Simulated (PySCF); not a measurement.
chloroform (CHCl$_{3}$), singlet, at a GFN2-xTB geometry, with bond 5-1 at 1.3 times its length; B3LYP/3-21G (PySCF).

PySCF was given this input:
```python
from pyscf import gto, scf, dft

mol = gto.M(
    atom='''
C    -0.00102295    0.00710830    0.48100116
H    -0.00334391    0.02323614    1.57233262
Cl    0.00925814    1.67396575   -0.11215631
Cl    1.44662035   -0.84673105   -0.07184825
Cl   -1.89161010   -1.08257594   -0.24602627
''',
    basis='3-21g',
    verbose=4,
)

mf = dft.RKS(mol)
mf.xc = 'b3lyp'
mf.DIIS = scf.EDIIS
mf.kernel()
```

Question: Predict the main parts of the log of this PySCF run.

Answer: 
```
PySCF version 2.14.0

[INPUT] verbose = 4
[INPUT] num. atoms = 5
[INPUT] num. electrons = 58
[INPUT] charge = 0
[INPUT] spin (= nelec alpha-beta = 2S) = 0
[INPUT] symmetry False subgroup None
[INPUT] Mole.unit = angstrom
[INPUT] Symbol           X                Y                Z      unit          X                Y                Z       unit  Magmom
[...]
nuclear repulsion = 242.153808741184
number of shells = 28
number of NR pGTOs = 99
number of NR cGTOs = 50
basis = 3-21g
ecp = {}

******** <class 'pyscf.dft.rks.RKS'> ********
method = RKS
initial guess = minao
damping factor = 0
level_shift factor = 0
DIIS = <class 'pyscf.scf.diis.EDIIS'>
diis_start_cycle = 1
diis_space = 8
diis_damp = 0
SCF conv_tol = 1e-09
SCF conv_tol_grad = None
SCF max_cycles = 50
direct_scf = True
direct_scf_tol = 1e-13
XC library pyscf.dft.libxc version 7.1.2
    S. Lehtola, C. Steigemann, M. J. T. Oliveira, and M. A. L. Marques,  SoftwareX 7, 1–5 (2018)
XC functionals = b3lyp
    P. J. Stephens, F. J. Devlin, C. F. Chabalowski, and M. J. Frisch,  J. Phys. Chem. 98, 11623 (1994)
radial grids:
    Treutler-Ahlrichs [JCP 102, 346 (1995); DOI:10.1063/1.469408] (M4) radial grids

becke partition: Becke, JCP 88, 2547 (1988); DOI:10.1063/1.454033
pruning grids: <function nwchem_prune>
grids dens level: 3
symmetrized grids: False
atomic radii adjust function: <function treutler_atomic_radii_adjust>
small_rho_cutoff = 0
Set gradient conv threshold to 3.16228e-05
Initial guess from minao.
tot grids = 80568
init E= -1411.69597707693
[...]
cycle= 1 E= -1412.26211087987  delta_E= -0.566  |g|= 0.651  |ddm|= 2.25
[...]
cycle= 2 E= -1411.52326522483  delta_E= 0.739  |g|= 1.75  |ddm|= 2.46
[...]
cycle= 3 E= -1412.26796986628  delta_E= -0.745  |g|= 0.659  |ddm|= 2.38
[...]
cycle= 4 E= -1412.26773236535  delta_E= 0.000238  |g|= 0.661  |ddm|= 0.0407
[...]
cycle= 5 E= -1412.26774360338  delta_E= -1.12e-05  |g|= 0.661  |ddm|= 0.0097
[...]
cycle= 6 E= -1412.26774363389  delta_E= -3.05e-08  |g|= 0.661  |ddm|= 9.4e-08
[...]
cycle= 7 E= -1412.26774359273  delta_E= 4.12e-08  |g|= 0.661  |ddm|= 1.15e-07
[...]
cycle= 8 E= -1412.26774371795  delta_E= -1.25e-07  |g|= 0.661  |ddm|= 6.75e-07
[...]
cycle= 9 E= -1412.26774366925  delta_E= 4.87e-08  |g|= 0.661  |ddm|= 5.78e-07
[...]
cycle= 10 E= -1412.2667529991  delta_E= 0.000991  |g|= 0.664  |ddm|= 0.0361
[...]
cycle= 11 E= -1411.48393837911  delta_E= 0.783  |g|= 1.77  |ddm|= 2.48
[...]
[...]
[...]
cycle= 22 E= -1412.24639061107  delta_E= 0.00159  |g|= 0.693  |ddm|= 0.136
[...]
cycle= 23 E= -1412.25346181255  delta_E= -0.00707  |g|= 0.673  |ddm|= 0.106
[...]
cycle= 24 E= -1412.25346172297  delta_E= 8.96e-08  |g|= 0.673  |ddm|= 2.33e-07
[...]
cycle= 25 E= -1412.25346174976  delta_E= -2.68e-08  |g|= 0.673  |ddm|= 6.98e-08
[...]
cycle= 26 E= -1412.25346176671  delta_E= -1.7e-08  |g|= 0.673  |ddm|= 4.42e-08
[...]
cycle= 27 E= -1412.25346173456  delta_E= 3.22e-08  |g|= 0.673  |ddm|= 8.38e-08
[...]
cycle= 28 E= -1412.25346177345  delta_E= -3.89e-08  |g|= 0.673  |ddm|= 1.01e-07
[...]
cycle= 29 E= -1410.73684941231  delta_E= 1.52  |g|= 2.39  |ddm|= 3.81
[...]
cycle= 30 E= -1412.15231427826  delta_E= -1.42  |g|= 0.828  |ddm|= 3.96
[...]
cycle= 31 E= -1412.16744710592  delta_E= -0.0151  |g|= 0.808  |ddm|= 0.264
[...]
cycle= 32 E= -1412.16744710525  delta_E= 6.75e-10  |g|= 0.808  |ddm|= 1.55e-09
[...]
cycle= 33 E= -1412.16744710651  delta_E= -1.26e-09  |g|= 0.808  |ddm|= 2.91e-09
[...]
cycle= 34 E= -1412.16744710584  delta_E= 6.77e-10  |g|= 0.808  |ddm|= 1.56e-09
[...]
cycle= 35 E= -1412.16744711781  delta_E= -1.2e-08  |g|= 0.808  |ddm|= 2.75e-08
[...]
cycle= 36 E= -1412.16744710607  delta_E= 1.17e-08  |g|= 0.808  |ddm|= 2.7e-08
[...]
cycle= 37 E= -1412.16744710694  delta_E= -8.71e-10  |g|= 0.808  |ddm|= 2e-09
[...]
cycle= 38 E= -1405.22847270343  delta_E= 6.94  |g|= 3.71  |ddm|= 7.48
[...]
cycle= 39 E= -1411.54626433474  delta_E= -6.32  |g|= 1.53  |ddm|= 7.91
[...]
cycle= 40 E= -1411.69643973158  delta_E= -0.15  |g|= 1.35  |ddm|= 0.553
[...]
cycle= 41 E= -1411.69643970961  delta_E= 2.2e-08  |g|= 1.35  |ddm|= 3.97e-08
[...]
cycle= 42 E= -1411.69643970955  delta_E= 5.82e-11  |g|= 1.35  |ddm|= 1.01e-10
[...]
cycle= 43 E= -1411.69643970958  delta_E= -2.98e-11  |g|= 1.35  |ddm|= 5.29e-11
[...]
cycle= 44 E= -1411.69643970986  delta_E= -2.82e-10  |g|= 1.35  |ddm|= 5.11e-10
[...]
cycle= 45 E= -1411.69643968076  delta_E= 2.91e-08  |g|= 1.35  |ddm|= 5.26e-08
[...]
cycle= 46 E= -1411.69643970912  delta_E= -2.84e-08  |g|= 1.35  |ddm|= 5.13e-08
[...]
cycle= 47 E= -1403.19138119245  delta_E= 8.51  |g|= 3.77  |ddm|= 7.14
[...]
cycle= 48 E= -1411.46805335801  delta_E= -8.28  |g|= 1.59  |ddm|= 7.31
[...]
cycle= 49 E= -1411.50729811404  delta_E= -0.0392  |g|= 1.53  |ddm|= 0.217
[...]
cycle= 50 E= -1411.50729810924  delta_E= 4.79e-09  |g|= 1.53  |ddm|= 8.08e-09
SCF not converged.
SCF energy = -1411.50729810924
```

Convergence was not reached.
